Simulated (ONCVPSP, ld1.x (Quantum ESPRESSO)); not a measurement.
## Pseudopotentials across the periodic table

Generated with ld1.x 7.5 (TM, RRKJ, ultrasoft, PAW), atompaw 4.2 or ONCVPSP 4.0.1. The cutoff is in Ry: for ld1.x and atompaw files where the sum of valence levels is converged to 10 mRy in a Bessel basis, for ONCV files where the hardest occupied wave has 1 mHa per electron of residual kinetic energy. The error is the largest all-electron minus pseudo excitation energy over each file’s own four to seven test configurations (ionisations up to +4, promotions, holes and added fractions of an electron), all of which were solved. The labels leave out finer settings (local radius, basis sizes, second energies), which also bear on the numbers. Spin-polarised tests are not counted. The rows are a selection from randomly drawn settings: files with unsolved tests, undetermined cutoffs or missed reference levels are left out.

A true bound ghost makes a file unfit for plane-wave use even where its test errors are small: the radial tests pick states by their node count and pass the ghost by.

| element | potential | cutoff (Ry) | largest error (meV) | bound ghosts |
| --- | --- | --- | --- | --- |
| Mo | ONCV, Wu-Cohen, scalar-relativistic, rc 1.85/1.50/1.95/1.50 (spdf), local f, core correction yes, reference 4s2 4p6 4d5 5s1, qcut 4.9/10.9/7.7/6.7, projectors 2/1/1/0 | 64 | -3.0 | none |
| Yb | ONCV, PBEsol, scalar-relativistic, rc 1.85/1.55/3.20 (spd), local smoothed, core correction yes, reference 5s2 5p6 5d1 6s1, qcut 5.8/6.3/4.7, projectors 2/2/3 | 33 | -98 | none |
| Au | ONCV, PBEsol, scalar-relativistic, rc 2.50/1.10/1.30 (spd), local smoothed, core correction no, reference 5p6 5d10 6s1, qcut 3.1/7/7.3, projectors 2/2/2 | 217 | -26 | s |

Problem. Fill in the row for Hg: ONCV, PBE, non-relativistic, rc 1.55/1.10/2.20/2.35 (spdf), local smoothed, core correction yes, reference 5s2 5p6 5d10 6s2, qcut 7.4/7.1/8.1/4.9, projectors 2/2/2/1.

Solution. cutoff 448 Ry, largest error +13 meV, bound ghosts: s.

Problem. Fill in the row for Rb: TM, revPBE, scalar-relativistic, rc 4.05/4.20/4.20 (spd), local p, core correction yes, reference 4d0 5s0 5p1.

Solution. cutoff 6 Ry, largest error +8.9 meV, bound ghosts: s.

Problem. Fill in the row for Hg: ONCV, PBEsol, fully relativistic, rc 1.50/1.05/1.85 (spd), local smoothed, core correction no, reference 5s2 5p6 5d10 6s2, qcut 7.9/8.5/6.9, projectors 2/3/1.

Solution. cutoff 157 Ry, largest error +24 meV, bound ghosts: s, p3/2.
